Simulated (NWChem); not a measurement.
System: TlCl; SMILES [Tl][Cl]

Computed with NWChem. Geometry: optimised at PBE0/def2-SVP. def2 effective core potentials on Tl; no spin-orbit coupling. Ions are spin-unrestricted doublets at the neutral geometry; other ion states weren't tried.

For level PBE0/def2-SVP:

```yaml
"−ε(HOMO) (eV)": 7.29
```

Question: Estimate the same quantities for level PBE/def2-SVP.

Answer: 
| Item | Result |
|---|---|
| −ε(HOMO) (eV) | 6.23 |
